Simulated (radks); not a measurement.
Q: Numerical settings for neutral osmium, [Xe] 4f14 5d6 6s2. Method: scalar-relativistic Kohn-Sham, PBE, spin-polarised, spherical densities, finite nucleus; open shells are filled with parallel spins first (spin-orbit coupling, left out, can overturn this in heavy ions); Fermi nuclear charge, rms radius 5.4126 fm; computed with a radial shooting solver on a logarithmic mesh with Libxc functionals. The defaults (mesh step 0.008 in ln r, mesh end at 40 bohr or more with all orbitals vanishing there, Anderson mixing 0.5 over 9 steps, residual threshold near 1e-9 with the energy settled to 1e-9 hartree or 1e-11 of itself, here a cap of 77 iterations) give E = -17250.814 hartree and 5d at -4.792 eV in 16 iterations. Run on one thread of a shared host, so times are rough (Arm Neoverse V2): 0.29 s of CPU time, 0.29 s wall, 16 iterations on 2440 mesh points. One setting is changed at a time: mesh step in ln r 0.05; mesh step in ln r 0.02; mesh step in ln r 0.2; mesh end (bohr) 5; mesh end (bohr) 8; residual threshold 1e-13; residual threshold 0.001; mixing 0.05; linear mixing, mixing 0.8; linear mixing, mixing 0.05; mixing history 20; iteration cap 8. Which runs fail to converge, and which converge to a wrong energy?

A: Not converged within the cap: mesh step in ln r 0.2; linear mixing, mixing 0.8; linear mixing, mixing 0.05; iteration cap 8. Settings that end as converged yet miss the energy by more than 1 mhartree: mesh end (bohr) 5 (+0.129 hartree); mesh end (bohr) 8 (+0.00286 hartree).
